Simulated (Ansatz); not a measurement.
HGaI$_{2}$O (SMILES [OH][Ga]([I])[I]), singlet, at a GFN2-xTB geometry (such geometries of metal compounds can be far from the true shape) (core potentials on I); R2SCAN/def2-SVPD (Ansatz, a program for electronic structure).

Input for Ansatz:
Ansatz 0.2 input:
```yaml
crystal:
  periodic: [false, false, false]
  atoms:
    - {symbol: Ga, position_ang: [0.58044693, -0.12352532, 0.40317145]}
    - {symbol: I, position_ang: [-1.22595623, -1.85559072, 0.40082845]}
    - {symbol: I, position_ang: [0.53978358, 2.00048868, -0.87676890]}
    - {symbol: O, position_ang: [2.00700981, -0.35125402, 1.34915766]}
    - {symbol: H, position_ang: [2.31721741, -1.04027479, 1.93326733]}
basis:
  gaussian:
    orbitals: def2-SVPD
hamiltonian:
  xc: r2scan
```

Problem. Write the output that Ansatz gives for this input, abridged.

Solution. 
```
Functional definition: r2SCAN
1426 factors; their error is unknown
mean field evaluation 1: about -70636.8469 eV, gradient 6.4e1 eV
mean field evaluation 2: about -70534.6499 eV, gradient 1.8e2 eV
mean field evaluation 4: about -70643.0860 eV, gradient 2.0e1 eV
mean field evaluation 8: about -70643.8549 eV, gradient 1.1e-1 eV
mean field evaluation 16: about -70643.8172 eV, gradient 4.7e-4 eV
mean field -70643.81718325 eV, -2596.1123973851 hartree, gradient 7.2e-5 eV, S^2 0.000000; 0 other end points of the search recorded, 0 dependent functions left out
reference -70643.81721050 eV, -2596.1123983867 hartree; 45, 45 occupied and 94, 94 virtual orbitals, 1426 factors
Total energy: -70643.81721050 eV, -2596.1123983867 hartree
```
